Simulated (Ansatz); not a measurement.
Cost and result up the ladder for AsH2(SiH3) (SiAsH₅) (7 atoms). Charge 0, multiplicity 1. Geometry: r2SCAN-D4/def2-TZVP.

Cartesian coordinates in Å:
```
As 1.0188 -0.1129 -1.2056
H -0.2208 0.0369 -2.0754
H 1.1524 1.3948 -1.0486
Si -0.2908 -0.2825 0.7598
H -1.3576 0.7457 0.8546
H 0.6124 -0.1521 1.9313
H -0.9144 -1.6299 0.7839
```

Ansatz on 4 threads of Arm Neoverse V2 on a shared host. Times are rough, and most runs start from the orbitals of an earlier one. ωB97M-V/def2-TZVP serves as the yardstick here, not as an exact answer. Differences are given only for rows in sets of like size (and for xTB, whose basis is part of the method), since another set adds its own error. Binding counts from free atoms at the same level (As quartet, H doublet, Si triplet; other spins of the atoms weren't run), without zero-point energy or a counterpoise term.

Correlated methods freeze 14 core orbitals; core or outer-core shells of As are correlated, in sets that lack core-valence functions.

Correlated methods converge slowly with the basis.

```csv
level,functions,wall time
HF/STO-3G,32,0.1 s
PBE-D4/def2-SVP,75,0.4 s
PBE0-D4/def2-SVP,75,0.5 s
MP2/def2-TZVP,115,0.5 s
PBE-D4/def2-TZVP (with forces),115,0.65 s
PBE-D4/def2-TZVPD,142,0.8 s
PBE0-D4/def2-TZVP,115,0.91 s
r2SCAN-D4/def2-TZVP,115,1.1 s
r2SCANh-D4/def2-TZVP,115,1.2 s
r2SCAN-D4/def2-TZVPD,142,1.6 s
ωB97X-V/def2-TZVP,115,1.8 s
ωB97M-V/def2-TZVP,115,2.4 s
CCSD(T)/def2-TZVPD,142,6.5 s
CCSD(T)/def2-TZVPP,160,10 s
```

(1) Estimate what each level gives for the binding energy per atom (eV).

## Answers

(1) 
```tsv
level	binding energy per atom (eV)	difference from ωB97M-V/def2-TZVP (eV)
HF/STO-3G	2.87	–
PBE-D4/def2-SVP	2.67	–
PBE0-D4/def2-SVP	2.66	–
MP2/def2-TZVP	2.52	-0.19
PBE-D4/def2-TZVP (with forces)	2.68	-0.03
PBE-D4/def2-TZVPD	2.68	-0.03
PBE0-D4/def2-TZVP	2.67	-0.04
r2SCAN-D4/def2-TZVP	2.71	0.00
r2SCANh-D4/def2-TZVP	2.70	-0.01
r2SCAN-D4/def2-TZVPD	2.71	0.00
ωB97X-V/def2-TZVP	2.76	0.05
ωB97M-V/def2-TZVP	2.71	0.00
CCSD(T)/def2-TZVPD	2.60	-0.11
CCSD(T)/def2-TZVPP	2.65	-0.06
```
